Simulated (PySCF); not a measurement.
Vertical excitations of a molecule C2H6F2Si from TDDFT-LC-ωPBE/def2-SVPD (PySCF), as energy in eV (oscillator strength): 8.11 (0.008), 8.61 (0.022), 8.94 (0.014), 8.96 (0.039), 9.35 (0.005), 9.51 (0.104), 9.98 (0.125), 10.11 (0.053), 10.21 (0.071), 10.29 (0.018). Lowest triplet (TDA): 7.40 eV. Coordinates come from a ωB97X-D3(BJ)/def2-SVP optimisation. Other conformers were not sampled.

Q: Identify the compound among the candidates.
(A) C[SiH2]C(F)F
(B) CC[SiH](F)F
(C) FC[SiH2]CF
(D) C[Si@H](F)CF

A: D, C[Si@H](F)CF
